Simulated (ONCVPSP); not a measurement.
Mn, ONCV: configuration errors across variants

| Quantity | Value |
| --- | --- |
| Element | manganese (Mn) |
| Generator | ONCVPSP 4.0.1 |
| Type | optimised norm-conserving Vanderbilt (ONCV) |
| Functional | PBE |
| Relativity | scalar-relativistic |
| Frozen core | [Ne] |
| Valence charge | 15 |
| Reference configuration | 3s2 3p6 3d5 (charge +2) |
| Partial waves | 3s: rc 1.30 bohr, ncon 3, nbas 7, qcut 7.6 1/bohr, 2 projectors, debl 2.1 Ha; 3p: rc 1.40 bohr, ncon 4, nbas 7, qcut 12.4 1/bohr, 3 projectors, debl 3.5 Ha; 3d: rc 0.95 bohr, ncon 4, nbas 9, qcut 9.8 1/bohr, 3 projectors, debl 3.9 Ha |
| Local potential | polynomial inside 0.90 bohr (lpopt 5, dvloc0 1 Ha) |
| Core correction | Teter function, fcfact 1.5, rcfact 1.5 |

In the s channel the program set the typed energies aside and used -3.811, 0.250 Ha.

All-electron excitation energies from the reference (eV): (1) 3s2 3p6 3d5 4s2 -24.015; (2) 3s2 3p6 3d5 4s1 -15.599; (3) 3s2 3p6 3d4 32.519; (4) 3s1 3p6 3d5 4s2 69.491.

1 further variants failed, have other tests or too few solved ones, and are left out.

A true bound ghost makes a file unfit for plane-wave use even where its test errors are small: the radial tests pick states by their node count and pass the ghost by.

Errors AE − PS in meV (a dash: test not solved or not reliable):

```csv
change,(1),(2),(3),(4),bound ghosts,GHOST(+) flags above zero
base,+4.0,+2.0,+12,-155,none,d
s: qcut 7.1; p: qcut 11.6; d: qcut 9.2,+4.1,+2.1,+13,-175,none,d
d: rc 1.3,+5.3,+2.5,+32,-213,none,none
"all radii but the core radius scaled by about 0.91 (s 1.18, p 1.28, d 0.86 bohr); local potential polynomial inside 0.82 bohr (lpopt 5, dvloc0 1 Ha)",+3.7,+1.8,+18,-99,d,"s, d"
"core correction Teter function, fcfact 1.5, rcfact 1.18",+4.0,+2.0,+12,-154,none,d
"local potential polynomial inside 0.90 bohr (lpopt 5, dvloc0 -1.5 Ha)",+4.0,+2.1,+2.5,-155,none,d
p: qcut 8.3,+4.0,+2.0,+11,-158,none,d
d: qcut 11.8,+4.1,+2.1,+9.6,-144,none,none
p: nproj 1,+4.0,+2.0,+14,-149,none,d
s: rc 1.86,+9.4,+5.2,+14,-302,none,d
```

(1) Give the same row for: local potential polynomial inside 0.75 bohr (lpopt 5, dvloc0 6 Ha).

Answers

(1) +4.0, +2.1, +12, -155; bound ghosts: none; GHOST(+) flags above zero: d.
